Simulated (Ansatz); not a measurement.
Consider the ligand exchange at the Si–C bond: `C=[C]([SiH3])[GaH2]` + `NC([SiH3])S` → `NC([SiH3])S[SiH3]` + `C=[CH][GaH2]`.

Computed with Ansatz on PBE0-D4/def2-TZVP structures; ΔE is electronic, products minus reactants. CBS: MP2 limit from def2 TZ/QZ plus the TZ coupled-cluster correction, frozen cores. DFT in def2-TZVPP. For Ga outer-core shells are correlated without core-valence functions, which leaves a few kJ/mol of doubt a bond. Scalar relativity is left out up to krypton. Each species was taken in one conformer, which may not be the lowest.

`C=[C]([SiH3])[GaH2]`:

```xyz
11

C     1.569    0.215   -0.041
C     0.237    0.078   -0.075
Si   -0.646   -0.904    1.233
Ga   -0.698    0.961   -1.558
H     2.118    0.784   -0.791
H     2.186   -0.233    0.740
H    -1.390   -2.037    0.616
H    -1.642   -0.052    1.938
H     0.322   -1.444    2.228
H     0.203    1.750   -2.576
H    -2.257    0.883   -1.714
```

`NC([SiH3])S`:

```xyz
11

N     1.088   -0.396   -0.994
C     0.209   -0.571    0.145
Si   -0.459    1.095    0.742
S    -1.192   -1.643   -0.269
H     1.903    0.152   -0.744
H     1.399   -1.292   -1.352
H     0.656   -1.102    1.001
H    -1.172    0.910    2.031
H    -1.380    1.643   -0.286
H     0.669    2.051    0.942
H    -1.720   -0.848   -1.215
```

`NC([SiH3])S[SiH3]`:

Z-matrix (Å, degrees):
```
C
Si 1 1.891
S 1 1.882 2 107.5
N 1 1.427 2 111.1 3 -124.0
H 1 1.094 2 110.0 3 115.3
H 2 1.488 1 110.7 3 -173.7
H 2 1.483 1 109.7 3 -52.7
H 2 1.487 1 107.4 3 67.0
Si 3 2.124 1 101.1 2 91.9
H 4 1.013 1 112.4 2 179.4
H 4 1.012 1 112.4 2 56.9
H 9 1.489 3 109.8 1 52.0
H 9 1.483 3 106.6 1 171.6
H 9 1.487 3 112.5 1 -68.1
```

`C=[CH][GaH2]`:

Cartesian coordinates in Å:
```
C -0.955 -1.011 -0.015
C -0.569 0.219 0.326
Ga 1.208 0.867 -0.149
H -0.301 -1.685 -0.563
H -1.938 -1.407 0.233
H -1.277 0.839 0.874
H 2.134 -0.127 -0.941
H 1.699 2.307 0.235
```

```tsv
level	ΔE (kJ/mol)
ωB97X-V	-52.7
HF/CBS(def2)	-51.5
MP2/CBS(def2)	-53.8
CCSD/CBS(def2)	-51.3
```

**Question.** What does CCSD(T)/CBS give? (Estimate.)

**Answer.** The calculation gave: -52.4 kJ/mol. The listed levels differ from it by -0.3, 0.9, -1.4, 1.1 kJ/mol.

Largest T1 diagnostic among the species: 0.013.

CCSD(T)/CBS has its own doubt, a few kJ/mol and more with outer-core shells, so smaller differences from it don't rank the levels.
